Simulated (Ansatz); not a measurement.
```xyz
6

C    -0.0267   -0.4249   -0.0925
O    -0.0146   -0.4268    1.1850
N     0.0484    0.6680   -0.8578
H     0.0499   -1.3602   -0.6420
H    -0.0239    0.5722   -1.8969
H    -0.0421    1.6132   -0.4096
```

Basis set: STO-3G (spherical functions). Left uncorrelated: 3 orbitals. Charge 0, multiplicity 1.

Computed with Ansatz (development build ahead of 0.2.0); each method stands on the lowest determinant of its kind that the runs found. Restricted open shells among the atoms or ions are ROHF, correlated in semicanonical orbitals with singles.

The atomization energy at this shape (free ground-state atoms in the same class of orbitals less the molecule, no zero-point energy) of singlet CH₃NO:

```tsv
method	atomization energy
RHF-MP2	19.39 eV
```

Question: What does RHF give?

Answer: 15.06 eV.

This basis has no polarisation functions and is too small for such energies, which can lie far from measured ones in either direction.
